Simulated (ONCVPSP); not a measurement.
## What one change does to a pseudopotential (Li (Z = 3), ONCV)

lithium, optimised norm-conserving Vanderbilt (ONCV), made with ONCVPSP 4.0.1 (LDA (Perdew-Wang 92), scalar-relativistic). Core [He], reference 2p1. Waves: s scattering state at 0.05 Ha: rc 3.25 bohr, ncon 4, nbas 9, qcut 2.5 1/bohr, 3 projectors, debl 1.5 Ha; 2p: rc 4.00 bohr, ncon 4, nbas 8, qcut 2.1 1/bohr, 2 projectors, debl 1 Ha; d scattering state at 0.22 Ha: rc 3.55 bohr, ncon 5, nbas 9, qcut 2.9 1/bohr, 2 projectors, debl 2.8 Ha. Local part: polynomial inside 3.20 bohr (lpopt 3, dvloc0 0 Ha). Core correction: Teter function, fcfact 4.75, rcfact 1.2.

All-electron outer shells of the reference configuration (LDA (PZ), scalar-relativistic, ld1.x):

```tsv
shell	level (eV)	outermost node (bohr)	outermost maximum (bohr)
1s	-52.54	–	0.36
2p	-1.58	–	3.81
```

Change: local potential polynomial inside 3.00 bohr (lpopt 5, dvloc0 0 Ha).

Cutoffs: the cutoffs (Ha) at which the residual kinetic energy of the hardest occupied pseudo-wave falls to 1 and 0.1 mHa per electron; they do not see the model core or the augmentation charge, which bear on the density cutoff. Errors are all-electron minus pseudo energies relative to the spin-unpolarised reference configuration.

Q: How do hardness, ghosts and transferability respond?

A: The potential gets neither clearly harder nor softer (1.6 Ha and 2.9 Ha → 1.6 Ha and 2.9 Ha); neither file shows a bound ghost.

```csv
quantity,base,changed
"cutoff, loose",1.6 Ha,1.6 Ha
"cutoff, tight",2.9 Ha,2.9 Ha
bound ghosts,none,none
GHOST(+) flags under 300 eV,none,none
"error for 2s1 2p0, meV [ΔE -1.75 eV]",-10.0,-9.7
"error for 2s0.5 2p0, meV [ΔE 0.29 eV]",+3.8,+3.9
s: phases at 3.30 bohr within 0.05 rad from the reference energy up to (Ha; the scan ends near 5),to the end of the scan,4.9
p: phases at 4.07 bohr within 0.05 rad from the reference energy up to (Ha; the scan ends near 5),0.4,0.4
d: phases at 3.61 bohr within 0.05 rad from the reference energy up to (Ha; the scan ends near 5),1.4,1.4
"rms error of d²Exc/dni dnj with the model core, mHa",1.61,1.61
```

Base: The cutoffs count occupied waves only; projector 2 of the d channel, the hardest unoccupied one, needs 22 Ha at the loose tolerance. Changed file: The cutoffs count occupied waves only; projector 2 of the d channel, the hardest unoccupied one, needs 22 Ha at the loose tolerance.
